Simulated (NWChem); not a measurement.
System: C2H4NO, doublet; SMILES CC([NH])=O

NWChem printed, in part:

```
             Northwest Computational Chemistry Package (NWChem) 7.3.0
             --------------------------------------------------------

                             Geometry "geometry" -> ""
                             -------------------------

 Output coordinates in angstroms (scale by  1.889725989 to convert to a.u.)

  No.       Tag          Charge          X              Y              Z
 ---- ---------------- ---------- -------------- -------------- --------------
    1 C                    6.0000     0.01372900     1.38816200     0.01241400
    2 C                    6.0000     0.05960400    -0.10482800     0.12873200
    3 N                    7.0000    -0.97436700    -0.80597600    -0.43343000
    4 O                    8.0000     1.01772300    -0.72511800     0.57366000
    5 H                    1.0000     0.06918400     1.67398500    -1.04897300
    6 H                    1.0000    -0.94143900     1.77265300     0.40102900
    7 H                    1.0000     0.85310900     1.83295100     0.56032600
    8 H                    1.0000    -1.06676300    -1.70800000     0.05163900

 Effective nuclear repulsion energy (a.u.)     113.1725018858

                              NWChem Property Module
                              ----------------------

  itol2e modified to match energy
  convergence criterion.

                                 NWChem DFT Module
                                 -----------------

 Summary of "ao basis" -> "ao basis" (spherical)
 ------------------------------------------------------------------------------
       Tag                 Description            Shells   Functions and Types
 ---------------- ------------------------------  ------  ---------------------
 C                          iglo-iii                15       35   7s6p2d
 N                          iglo-iii                15       35   7s6p2d
 O                          iglo-iii                15       35   7s6p2d
 H                          iglo-iii                 6       10   4s2p

  itol2e modified to match energy
  convergence criterion.

            General Information
            -------------------
          SCF calculation type: DFT
          Wavefunction type:  spin polarized.
          No. of atoms     :     8
          No. of electrons :    31
           Alpha electrons :    16
            Beta electrons :    15
          Charge           :     0
          Spin multiplicity:     2
          Use of symmetry is: off; symmetry adaption is: off
          Maximum number of iterations: 150
          AO basis - number of functions:   180
                     number of shells:    84
          Convergence on energy requested:  1.00D-07
          Convergence on density requested:  1.00D-05
          Convergence on gradient requested:  5.00D-04

              XC Information
              --------------
                        BHLYP Method XC Functional
                     Hartree-Fock (Exact) Exchange  0.500
                        Slater Exchange Functional  0.500 local
                    Becke 1988 Exchange Functional  0.500 non-local
              Lee-Yang-Parr Correlation Functional  1.000

             Grid Information
             ----------------
          Grid used for XC integration:  fine
          Radial quadrature: Mura-Knowles
          Angular quadrature: Lebedev.
          Tag              B.-S. Rad. Rad. Pts. Rad. Cut. Ang. Pts.
          ---              ---------- --------- --------- ---------
          C                   0.70       70          11.0       590
          N                   0.65       70          11.0       590
          O                   0.60       70          11.0       590
          H                   0.35       60          12.0       590
          Grid pruning is: on
          Number of quadrature shells:   520
          Spatial weights used:  Erf1

      Superposition of Atomic Density Guess
      -------------------------------------

 Sum of atomic energies:        -206.44185222

      Non-variational initial energy
      ------------------------------

 Total energy =    -208.314324
 1-e energy   =    -503.873023
 2-e energy   =     182.386197
 HOMO         =      -0.306541
 LUMO         =       0.031563

------------------------------------------------------------
EAF file 0: "./job.aoints.0" size=611844096 bytes
------------------------------------------------------------
               write      read    awrite     aread      wait
               -----      ----    ------     -----      ----
     calls:     1167         0         0         0         0
   data(b): 6.12e+08  0.00e+00  0.00e+00  0.00e+00
   time(s): 0.00e+00  0.00e+00  0.00e+00  0.00e+00  0.00e+00
rate(mb/s): 0.00e+00  0.00e+00
------------------------------------------------------------

[...]

          ----------------------
          Hyperfine Interactions
          ----------------------

 Total Spin Density (Fermi Contact Term)
 ------------------ --------------------
     Atom            x         y         z       Density (a.u.)      Aiso(MHz)     Aiso(Gauss)
     1  13-C      0.02594   2.62325   0.02346      -0.000351         -0.394281      -0.140689
     2  13-C      0.11264  -0.19810   0.24327      -0.043665        -49.088078     -17.515817
     3  14-N     -1.84129  -1.52307  -0.81906       0.107349         34.685053      12.376469
     4  17-O      1.92322  -1.37027   1.08406       0.055086        -33.392871     -11.915386
     5   1-H      0.13074   3.16337  -1.98227      -0.003702        -16.549270      -5.905181
     6   1-H     -1.77906   3.34983   0.75783      -0.000195         -0.871677      -0.311036
     7   1-H      1.61214   3.46378   1.05886       0.000518          2.313660       0.825570
     8   1-H     -2.01589  -3.22765   0.09758      -0.011620        -51.940069     -18.533477

           -------------------------------------------
           Anisotropic Interaction (Spin-Dipolar Term)
           -------------------------------------------

 ------------------------------------------------------------
     Atom            x         y         z
 ------------------------------------------------------------
     1  13-C      0.02594   2.62325   0.02346

   Spin-Dipolar term (a.u.)
        xx             yy             zz             xy             xz             yz
 ------------------------------------------------------------------------------------------
       0.004529       0.007050      -0.011580       0.011140      -0.000897       0.000694

   Principal Comp. of -hf- tensor (au)            Anisotropic -hfcc- (MHz)               Anisotropic -hfcc- (Gauss)
 --------------------------------------------------------------------------------------------------------------------------
     -0.005220     0.017001    -0.011781      -0.700422     2.281361    -1.580939      -0.249928     0.814045    -0.564117

   Orientation of the principal axis of Hyperfine Tensor w.r.t absolute (molecular) frame
 --------------------------------------------------------------------------------------------------------------------------
      0.733849     0.666276     0.132445
     -0.656343     0.745700    -0.114651
     -0.175154    -0.002793     0.984537

 ------------------------------------------------------------
     Atom            x         y         z
 ------------------------------------------------------------
     2  13-C      0.11264  -0.19810   0.24327

   Spin-Dipolar term (a.u.)
        xx             yy             zz             xy             xz             yz
 ------------------------------------------------------------------------------------------
       0.051524       0.072186      -0.123710       0.016112       0.143740      -0.010237

   Principal Comp. of -hf- tensor (au)            Anisotropic -hfcc- (MHz)               Anisotropic -hfcc- (Gauss)
 --------------------------------------------------------------------------------------------------------------------------
      0.133594     0.071857    -0.205451      17.927038     9.642502   -27.569540       6.396802     3.440679    -9.837481

   Orientation of the principal axis of Hyperfine Tensor w.r.t absolute (molecular) frame
 --------------------------------------------------------------------------------------------------------------------------
      0.865945    -0.099376    -0.490166
      0.147541     0.987203     0.060507
      0.477881    -0.124716     0.869526

 ------------------------------------------------------------
     Atom            x         y         z
 ------------------------------------------------------------
     3  14-N     -1.84129  -1.52307  -0.81906

   Spin-Dipolar term (a.u.)
        xx             yy             zz             xy             xz             yz
 ------------------------------------------------------------------------------------------
       0.770582      -0.397523      -0.373058      -1.036414      -1.068239       0.633544

   Principal Comp. of -hf- tensor (au)            Anisotropic -hfcc- (MHz)               Anisotropic -hfcc- (Gauss)
 --------------------------------------------------------------------------------------------------------------------------
      2.020581    -1.000159    -1.020422      77.929264   -38.573873   -39.355391      27.807052   -13.764094   -14.042958

   Orientation of the principal axis of Hyperfine Tensor w.r.t absolute (molecular) frame
 --------------------------------------------------------------------------------------------------------------------------
      0.765766     0.619160     0.173907
     -0.448878     0.708218    -0.544918
     -0.460556     0.339217     0.820256

 ------------------------------------------------------------
     Atom            x         y         z
 ------------------------------------------------------------
     4  17-O      1.92322  -1.37027   1.08406

   Spin-Dipolar term (a.u.)
        xx             yy             zz             xy             xz             yz
 ------------------------------------------------------------------------------------------
      -0.618962      -0.485231       1.104193      -0.030954      -0.006282       0.579001

   Principal Comp. of -hf- tensor (au)            Anisotropic -hfcc- (MHz)               Anisotropic -hfcc- (Gauss)
 --------------------------------------------------------------------------------------------------------------------------
     -0.607662    -0.685210     1.292873      43.970033    49.581345   -93.551377      15.689575    17.691827   -33.381401

   Orientation of the principal axis of Hyperfine Tensor w.r.t absolute (molecular) frame
 --------------------------------------------------------------------------------------------------------------------------
      0.923364     0.383839    -0.008139
     -0.362645     0.878947     0.309744
      0.126046    -0.283055     0.950785

 ------------------------------------------------------------
     Atom            x         y         z
 ------------------------------------------------------------
     5   1-H      0.13074   3.16337  -1.98227

   Spin-Dipolar term (a.u.)
        xx             yy             zz             xy             xz             yz
 ------------------------------------------------------------------------------------------
      -0.002373       0.006342      -0.003969       0.004756      -0.001016      -0.003633

   Principal Comp. of -hf- tensor (au)            Anisotropic -hfcc- (MHz)               Anisotropic -hfcc- (Gauss)
 --------------------------------------------------------------------------------------------------------------------------
     -0.004157     0.009474    -0.005317      -2.218030     5.054952    -2.836922      -0.791447     1.803729    -1.012282

   Orientation of the principal axis of Hyperfine Tensor w.r.t absolute (molecular) frame
 --------------------------------------------------------------------------------------------------------------------------
      0.842558     0.378599    -0.383091
     -0.210014     0.885899     0.413614
      0.495974    -0.268040     0.825933

 ------------------------------------------------------------
     Atom            x         y         z
 ------------------------------------------------------------
     6   1-H     -1.77906   3.34983   0.75783

   Spin-Dipolar term (a.u.)
        xx             yy             zz             xy             xz             yz
 ------------------------------------------------------------------------------------------
      -0.004997       0.010585      -0.005589       0.000792       0.000003       0.004726

   Principal Comp. of -hf- tensor (au)            Anisotropic -hfcc- (MHz)               Anisotropic -hfcc- (Gauss)
 --------------------------------------------------------------------------------------------------------------------------
     -0.005009     0.011899    -0.006890      -2.672507     6.348947    -3.676440      -0.953615     2.265458    -1.311843

   Orientation of the principal axis of Hyperfine Tensor w.r.t absolute (molecular) frame
 --------------------------------------------------------------------------------------------------------------------------
      0.993002     0.045219     0.109098
     -0.014903     0.964388    -0.264071
     -0.117154     0.260597     0.958313

 ------------------------------------------------------------
     Atom            x         y         z
 ------------------------------------------------------------
     7   1-H      1.61214   3.46378   1.05886

   Spin-Dipolar term (a.u.)
        xx             yy             zz             xy             xz             yz
 ------------------------------------------------------------------------------------------
      -0.001657       0.004572      -0.002915       0.002448       0.001771       0.001167

   Principal Comp. of -hf- tensor (au)            Anisotropic -hfcc- (MHz)               Anisotropic -hfcc- (Gauss)
 --------------------------------------------------------------------------------------------------------------------------
     -0.001557     0.005753    -0.004196      -0.830759     3.069656    -2.238897      -0.296435     1.095328    -0.798893

[...]
```

Level: BHandHLYP/IGLO-III, spin-unrestricted, contact and dipolar terms. Coordinates come from a PBE0/def2-SVP, spin-unrestricted optimisation. No stability test was run on the SCF state.

Problem. Reconstruct the input file.

Solution. Several could match; the one computed here: the input that was run:
```
start job
memory heap 200 mb stack 900 mb global 1100 mb
geometry units angstroms noautosym nocenter noautoz
  C      0.013729     1.388162     0.012414
  C      0.059604    -0.104828     0.128732
  N     -0.974367    -0.805976    -0.433430
  O      1.017723    -0.725118     0.573660
  H      0.069184     1.673985    -1.048973
  H     -0.941439     1.772653     0.401029
  H      0.853109     1.832951     0.560326
  H     -1.066763    -1.708000     0.051639
end
basis spherical
  C library iglo-iii
  N library iglo-iii
  O library iglo-iii
  H library iglo-iii
end
dft
  odft
  mult 2
  xc bhlyp
  iterations 150
  semidirect filesize 400000000
end
property
  hyperfine
end
task dft property
```
